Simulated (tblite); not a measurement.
Compound: C7H11NOSi.
Numbering: `[CH3:1][CH2:2][CH2:3]/[CH:4]=[CH:5]\[Si@@H:6]([C:7]#[N:8])[CH:9]=[O:10]` (hydrogens: H11, H12, H13 on C1; H14, H15 on C2; H16, H17 on C3; H18 on C4; H19 on C5; H20 on Si6; H21 on C9)

Computed with GFN2-xTB (tblite), gas phase: L-BFGS steps from a force-field or distance-geometry start until the largest atomic force falls under 0.01 eV/Å.

Step 78: E = -794.2267 eV
```
atom  x, y, z in Å  |  force x, y, z in eV/Å
C1     -2.2286    0.7231    0.7782    0.005  -0.006  -0.013
C2     -2.3657    0.0405   -0.5767    0.004  -0.005  -0.002
C3     -0.9990   -0.3623   -1.1438   -0.006  -0.002  -0.008
C4     -0.3282   -1.3836   -0.2909   -0.001   0.017   0.006
C5      0.8719   -1.2631    0.2706    0.000   0.000   0.009
Si6     2.0314    0.1998    0.1190   -0.009   0.000   0.000
C7      1.3409    1.7079    0.9894    0.012   0.003  -0.003
N8      0.9018    2.6269    1.5145    0.006  -0.008  -0.006
C9      3.6595   -0.1973    1.0661   -0.008   0.003   0.009
O10     3.9141   -1.2824    1.5196   -0.011  -0.009  -0.003
H11    -3.2041    1.0206    1.1561    0.019  -0.003  -0.005
H12    -1.6033    1.6087    0.6920   -0.024   0.012   0.026
H13    -1.7659    0.0547    1.5012   -0.018  -0.001  -0.008
H14    -2.9956   -0.8474   -0.4850    0.009  -0.002   0.022
H15    -2.8538    0.7211   -1.2776    0.017  -0.006  -0.001
H16    -0.3696    0.5253   -1.2375   -0.002  -0.010   0.005
H17    -1.1438   -0.7866   -2.1421   -0.011   0.001  -0.010
H18    -0.9067   -2.2880   -0.1315    0.000   0.020  -0.006
H19     1.2400   -2.0878    0.8710    0.019  -0.006  -0.006
H20     2.3973    0.6622   -1.2262    0.008  -0.006  -0.004
H21     4.3986    0.6248    1.1782   -0.007   0.008  -0.001
```

Step 79: E = -794.2269 eV
```
atom  x, y, z in Å  |  force x, y, z in eV/Å
C1     -2.2296    0.7236    0.7782    0.004  -0.007  -0.015
C2     -2.3658    0.0394   -0.5759    0.005  -0.006  -0.009
C3     -0.9989   -0.3618   -1.1435   -0.001  -0.006  -0.005
C4     -0.3278   -1.3837   -0.2911    0.003   0.014   0.003
C5      0.8723   -1.2637    0.2706   -0.005   0.001   0.002
Si6     2.0315    0.1997    0.1174   -0.021   0.005   0.010
C7      1.3427    1.7084    0.9889    0.007   0.016   0.003
N8      0.9070    2.6279    1.5164    0.012  -0.027  -0.018
C9      3.6581   -0.1962    1.0666    0.004  -0.027   0.013
O10     3.9123   -1.2826    1.5183   -0.013   0.018  -0.009
H11    -3.2054    1.0219    1.1540    0.016  -0.002   0.000
H12    -1.6040    1.6089    0.6917   -0.022   0.012   0.025
H13    -1.7680    0.0557    1.5023   -0.017  -0.002  -0.005
H14    -2.9942   -0.8494   -0.4835    0.008  -0.002   0.024
H15    -2.8550    0.7183   -1.2774    0.014  -0.002  -0.003
H16    -0.3701    0.5266   -1.2356   -0.004  -0.013   0.002
H17    -1.1435   -0.7850   -2.1425   -0.008   0.004  -0.002
H18    -0.9067   -2.2883   -0.1332    0.004   0.023  -0.004
H19     1.2412   -2.0888    0.8704    0.015   0.001  -0.010
H20     2.3979    0.6602   -1.2280    0.008  -0.004  -0.006
H21     4.3971    0.6257    1.1804   -0.009   0.005   0.002
```

Step 80: E = -794.2271 eV
```
atom  x, y, z in Å  |  force x, y, z in eV/Å
C1     -2.2295    0.7233    0.7788    0.002  -0.005  -0.011
C2     -2.3655    0.0387   -0.5747    0.005  -0.005  -0.013
C3     -0.9989   -0.3610   -1.1436    0.005  -0.008  -0.001
C4     -0.3274   -1.3837   -0.2923    0.006   0.007   0.000
C5      0.8726   -1.2647    0.2700   -0.008   0.003  -0.005
Si6     2.0312    0.1991    0.1157   -0.023   0.009   0.016
C7      1.3440    1.7092    0.9864    0.002   0.025   0.007
N8      0.9115    2.6295    1.5153    0.016  -0.038  -0.025
C9      3.6558   -0.1945    1.0685    0.012  -0.049   0.013
O10     3.9090   -1.2814    1.5204   -0.011   0.041  -0.012
H11    -3.2053    1.0231    1.1529    0.006  -0.002   0.005
H12    -1.6034    1.6082    0.6937   -0.016   0.012   0.019
H13    -1.7703    0.0551    1.5038   -0.012  -0.004  -0.001
H14    -2.9928   -0.8508   -0.4815    0.006  -0.003   0.024
H15    -2.8556    0.7166   -1.2762    0.008   0.003  -0.006
H16    -0.3706    0.5278   -1.2337   -0.003  -0.013  -0.004
H17    -1.1443   -0.7827   -2.1435   -0.002   0.006   0.007
H18    -0.9066   -2.2884   -0.1366    0.005   0.019   0.001
H19     1.2427   -2.0906    0.8685    0.007   0.008  -0.015
H20     2.3996    0.6566   -1.2302    0.007  -0.002  -0.006
H21     4.3948    0.6275    1.1828   -0.012  -0.001   0.006
```

Problem. Estimate the geometry and energy of step 81. (The exact step hangs on the optimiser's Hessian estimate; all steps are aligned on step 80, rigid shifts and turns removed.)

Solution. E = -794.2273 eV, largest force 0.060 eV/Å
```
atom  x, y, z in Å  |  force x, y, z in eV/Å
C1     -2.2271    0.7214    0.7814   -0.001  -0.001  -0.001
C2     -2.3644    0.0391   -0.5729    0.002  -0.001  -0.010
C3     -0.9991   -0.3601   -1.1445    0.009  -0.007   0.003
C4     -0.3271   -1.3841   -0.2954    0.006  -0.002  -0.002
C5      0.8726   -1.2665    0.2679   -0.008   0.006  -0.011
Si6     2.0302    0.1978    0.1136   -0.011   0.010   0.014
C7      1.3435    1.7104    0.9797    0.001   0.025   0.006
N8      0.9126    2.6321    1.5074    0.012  -0.032  -0.023
C9      3.6520   -0.1920    1.0727    0.014  -0.057   0.011
O10     3.9030   -1.2774    1.5297   -0.008   0.052  -0.013
H11    -3.2020    1.0239    1.1548   -0.007  -0.003   0.009
H12    -1.5992    1.6053    0.7000   -0.008   0.009   0.010
H13    -1.7716    0.0506    1.5062   -0.006  -0.006   0.001
H14    -2.9918   -0.8502   -0.4796    0.003  -0.005   0.020
H15    -2.8548    0.7182   -1.2727    0.003   0.005  -0.010
H16    -0.3709    0.5287   -1.2326    0.001  -0.007  -0.012
H17    -1.1469   -0.7793   -2.1451    0.006   0.006   0.011
H18    -0.9067   -2.2887   -0.1427    0.003   0.008   0.007
H19     1.2439   -2.0932    0.8646    0.000   0.011  -0.017
H20     2.4036    0.6504   -1.2328    0.003  -0.002  -0.001
H21     4.3912    0.6303    1.1848   -0.014  -0.009   0.009
```

The energy changes by -0.0002 eV. The first-order estimate −F·Δx gives -0.0003 eV and the mean of the old and new forces, exact on a quadratic surface, -0.0002 eV. The step makes an angle of 84° with the force vector and moves no atom by more than 0.012 Å.

What follows is the cost of the whole relaxation. Time: 5.5 s wall, 4.4 s CPU. Hardware: an Intel Xeon at 2.50 GHz with one thread, no GPU (shared host).
